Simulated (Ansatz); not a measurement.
Basis sets compared for the cluster Cu5H6. The state is a doublet with charge 0. Geometry r2SCAN-D4/def2-SVP. Ansatz on 4 threads of AMD EPYC 7B13 on a shared host; times are rough, and most runs start from earlier orbitals.

Cartesian coordinates in Å:
```
Cu -0.542 -1.476 0.690
Cu 0.658 -0.576 -1.132
Cu 0.357 1.637 -0.373
Cu -1.615 0.342 -0.366
Cu 1.067 0.137 1.304
H 1.142 0.838 -1.702
H -2.106 -1.070 0.245
H 1.428 1.662 0.917
H -1.255 1.864 -0.770
H 0.275 -2.075 -0.723
H 0.591 -1.283 1.910
```

No other spin state of charge 0 was run. Another isomer (doublet) lies 0.98 eV lower at PBE0-D4/def2-TZVP; other spin states weren't run for this one.

Binding counts from free atoms (Cu doublet, H doublet) in the same basis, without a counterpoise term.

```
           level  functions  energy (Eh)  HOMO (eV)  LUMO (eV)  binding per atom (eV)  wall time
 PBE-D4/def2-SVP        185   -8203.8703      -5.17      -4.92                   2.48        8 s
PBE0-D4/def2-SVP        185   -8203.8537      -6.04      -4.43                   2.24       14 s
```

Task: Estimate the rows for PBE-D4/def2-TZVP (with forces), PBE0-D4/def2-TZVP.

Result: 
| level | functions | energy (Eh) | HOMO (eV) | LUMO (eV) | binding per atom (eV) | wall time |
| --- | --- | --- | --- | --- | --- | --- |
| PBE-D4/def2-TZVP (with forces) | 261 | -8205.1140 | -5.46 | -5.22 | 2.21 | 13 s |
| PBE0-D4/def2-TZVP | 261 | -8205.0534 | -6.28 | -4.66 | 2.04 | 26 s |
